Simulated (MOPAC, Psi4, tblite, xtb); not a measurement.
Dimer HBr ··· H4O4Si (SMILES Br and O[Si](O)(O)O) at R = 4.92 Å between the centres of mass, closest contact 2.37 Å (a random orientation, not optimised). Geometry in Å and degrees:

```
Si
O 1 1.6354
H 2 0.9604 1 117.23
O 1 1.6355 2 106.45 3 -161.08
H 4 0.9604 1 117.23 2 37.06
O 1 1.6355 2 115.71 3 80.92
H 6 0.9604 1 117.21 2 81.05
O 1 1.6355 2 106.43 3 -37.11
H 8 0.9604 1 117.22 2 161.11
H 3 2.3675 2 117.57 1 139.77
Br 10 1.4248 3 114.38 2 -105.48
```

Computed with: GFN2-xTB (tblite); SAPT0/jun-cc-pVDZ, frozen core (Psi4); HF/aug-cc-pVDZ, counterpoise-corrected (Psi4); MP2/aug-cc-pVDZ = Psi4 1.11 with DF-MP2/aug-cc-pVDZ, frozen core, counterpoise-corrected; SCS-MP2/aug-cc-pVDZ = DF-SCS-MP2/aug-cc-pVDZ, frozen core, counterpoise-corrected in Psi4; PM7, restricted, heats of formation (MOPAC); PM6, restricted, heats of formation (MOPAC); GFN1-xTB (xtb).

Question: What interaction energy does each level give?

Answer: 
```
method               E_int / kJ/mol
-------------------  --------------
GFN1-xTB                      -4.09
GFN2-xTB                      -3.85
PM7                            0.27
MP2/aug-cc-pVDZ                0.55
SCS-MP2/aug-cc-pVDZ            1.56
SAPT0/jun-cc-pVDZ              2.01
PM6                            2.70
HF/aug-cc-pVDZ                 5.02
```
